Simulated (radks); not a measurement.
Results of a calculation; reference values are marked as such.
Ionisation ladder of zinc, from Zn to Zn2+. Each ion is in the ground configuration listed by NIST, and IE = E(next ion) - E(this ion). Code: a radial shooting solver on a logarithmic mesh with Libxc functionals. Model: scalar-relativistic Kohn-Sham, PBEsol, spin-polarised, spherical densities, point nucleus; open shells are filled with parallel spins first.

species  configuration  E (hartree)  IE, Delta-SCF (eV)  IE, NIST (eV)  kind  error (eV)
Zn       [Ar] 3d10 4s2  -1794.60086               9.561          9.394  exp.      +0.167
Zn+      [Ar] 3d10 4s1  -1794.24949              18.688         17.964  exp.      +0.724
Zn2+         [Ar] 3d10  -1793.56273              40.217         39.723  exp.      +0.494

Reference values: NIST Atomic Spectra Database (measured). The ionisation energy per charge of the ion left behind rises most, in proportion, at Zn2+ ([Ar] 3d10), from 9.344 to 13.406 eV. Against the entries that are not theoretical the mean signed error is +2.3 % and the largest +4.0 %. Open shells are spherical and high-spin; term and fine-structure splittings are not resolved.
